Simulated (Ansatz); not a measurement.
Z-matrix (Å, degrees):
```
C
C 1 1.524
H 1 1.092 2 111.3
H 1 1.092 2 111.4 3 -120.2
H 1 1.093 2 110.9 3 119.8
Ge 2 1.930 1 112.8 3 60.7
H 2 1.093 1 111.5 3 -179.0
H 2 1.093 1 111.5 3 -59.6
O 6 1.776 2 111.4 1 52.1
O 6 1.775 2 111.2 1 -67.0
O 6 1.774 2 112.0 1 172.4
H 9 0.960 6 111.0 2 126.5
H 10 0.961 6 111.1 2 129.3
H 11 0.961 6 111.1 2 128.3
```

The species carries charge 0 and has multiplicity 1.

List the PBE/def2-TZVPP orbital energies in eV (Ansatz). (Best estimate.)

The calculation gave: Occupied: -10804.94, -1338.15, -1191.58, -1191.58, -1191.55, -510.05, -510.05, -510.04, -269.20, -268.87, -162.93, -114.40, -114.40, -114.29, -30.41, -30.41, -30.19, -30.16, -30.15, -24.94, -24.07, -24.06, -18.97, -15.51, -13.65, -12.10, -12.06, -10.95, -10.47, -9.51, -9.37, -8.65, -8.33, -8.28, -8.16, -7.14, -7.12, -6.71. Lowest empty: -0.66, 0.45, 0.67, 1.05, 1.69, 2.05, 2.08, 2.17.
